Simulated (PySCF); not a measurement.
## Electron correlation in Ge⁺ (germanium, charge +1)

[Ar] 3d10 4s1 4p2, high-spin 4P determinant (an excited configuration). Calculation: PySCF 2.14, in aug-cc-pVQZ-PP with ECP10MDF (7s6p5d3f2g, 89 functions); scalar relativity through the core potential. Frozen: 3s2 3p6 3d10; 3 electrons correlated.

| level | correlation energy (mhartree) |
| --- | --- |
| CCSD | -12.71 |
| (T) | -0.08 |
| CCSD(T) | -12.79 |

Diagnostics: T1 = 0.0025, D1 = 0.0054, largest double amplitude 0.030.

Cost of the coupled-cluster step: of the order of 5 core-seconds, for 3 correlated electrons.

Iterations:

```
CC2 = 0
CCSD nocc = (np.int64(3), np.int64(0)), nmo = (80, 80)
frozen orbitals [[0, 1, 2, 3, 4, 5, 6, 7, 8], [0, 1, 2, 3, 4, 5, 6, 7, 8]]
max_cycle = 100
direct = 0
conv_tol = 1e-08
conv_tol_normt = 1e-06
diis_space = 8
diis_start_cycle = 0
Init t2, MP2 energy = -0.00901017208265957
Init E_corr(UCCSD) = -0.00901017208595611
cycle = 1  E_corr(UCCSD) = -0.0114830489770593  dE = -0.00247287689  norm(t1,t2) = 0.0217833
cycle = 2  E_corr(UCCSD) = -0.0122712035484008  dE = -0.000788154571  norm(t1,t2) = 0.00804207
cycle = 3  E_corr(UCCSD) = -0.0127157393554607  dE = -0.000444535807  norm(t1,t2) = 0.00316449
cycle = 4  E_corr(UCCSD) = -0.0127088345980615  dE = 6.9047574e-06  norm(t1,t2) = 0.000277985
cycle = 5  E_corr(UCCSD) = -0.0127093854557721  dE = -5.50857711e-07  norm(t1,t2) = 2.88613e-05
cycle = 6  E_corr(UCCSD) = -0.0127092775463521  dE = 1.0790942e-07  norm(t1,t2) = 4.05177e-06
cycle = 7  E_corr(UCCSD) = -0.012709323722173  dE = -4.61758209e-08  norm(t1,t2) = 4.51763e-07
cycle = 8  E_corr(UCCSD) = -0.0127093191369475  dE = 4.58522546e-09  norm(t1,t2) = 6.42348e-08
UCCSD converged
E(UCCSD) = -292.9161200533989  E_corr = -0.0127093191369475
UCCSD(T) correction = -8.17592417882901e-05
```
